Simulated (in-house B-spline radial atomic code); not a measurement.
Settings and results of a run for the gallium ion Ga³⁺ (with a hole in an inner shell). Method: Dirac-Kohn-Sham PBE0, spherical fractional occupations, Fermi nucleus of rms radius 3.9973 fm. Calculated with an all-electron radial atomic-structure program (B-spline basis).

In the input, a minus or plus after the letter marks the j = l - 1/2 or j = l + 1/2 subshell.

Command:
```bash
python run_scf.py task.json out
```
Settings (nuclear radius in fm, mass in u):
```
Z                31
configuration    1s2 2s2 2p6 3s2 3p-1 3p+4 3d10 4s1
hamiltonian      dirac
method           pbe0
spin_polarised   False
nucleus          fermi
rms_radius       3.9973
atomic_mass      68.92557
speed_of_light   137.035999084
```

Output (hartree, bohr):
```
 radial grid: 70 intervals, B-splines of order 8, outer radius 28.1081 bohr

 iter        energy (Eh)    residual
    1       -1930.167383    4.23e-01
    2       -1931.310700    6.03e-01
    3       -1937.888149    4.57e-02
    4       -1937.941624    1.62e-02
    5       -1937.944438    3.95e-03
    6       -1937.944612    2.14e-03
    7       -1937.944721    2.79e-04
    8       -1937.944723    6.11e-06
    9       -1937.944723    4.22e-07
   10       -1937.944723    3.29e-09

 total energy                     -1937.94472
 kinetic                            1976.2261
 electron-nucleus                  -4632.1939
 Hartree                             791.9359
 exact exchange                      -18.0054
 exchange-correlation                -55.9075

 first-order corrections (not in the total)
   Gaunt                             0.9321
   retardation                      -0.0861
   frequency dependence             -0.0032
   self-energy                       0.6289
   Uehling                          -0.0590
   Wichmann-Kroll                    0.0005
   recoil                            0.0115

 orbital      occ     eigenvalue          <r>       <r^2>       <1/r>     <1/r^2>       r_max    small
 1s1/2      2.000      -379.7226    0.0485887  0.00317685     31.3059     2023.96     0.03178  1.26e-02
 2s1/2      2.000       -48.8332     0.217265   0.0557456     6.89581     203.892      0.1823  2.42e-03
 2p1/2      2.000       -43.3811     0.188217   0.0435197     6.84543     66.1938      0.1445  2.40e-03
 2p3/2      4.000       -42.3746     0.191644   0.0449868     6.67304     60.9417      0.1473  2.36e-03
 3s1/2      2.000        -7.3455     0.646324      0.4814     2.20672     31.8586       0.563  5.51e-04
 3p1/2      1.000        -5.4265      0.66596    0.521449      2.0739     9.84067      0.5607  5.00e-04
 3p3/2      4.000        -5.4413       0.6733    0.532546     2.04117     9.13723      0.5676  4.92e-04
 3d3/2      4.000        -2.4062     0.745587    0.700151     1.73492     4.01461      0.5254  3.74e-04
 3d5/2      6.000        -2.4107     0.747952     0.70378      1.7269     3.96846      0.5281  3.72e-04
 4s1/2      1.000        -1.4411       1.9112     4.13055    0.686345     3.71511       1.677  8.29e-05
```

Time taken, with all properties: 1.5 s on 1 thread of Arm Neoverse N1, with other jobs on the host.

For the Dirac Hamiltonian the kinetic term is c α·p + (β - 1)c².

Caution: exact exchange at fractional occupations of open shells leaves self-interaction of up to several eV.
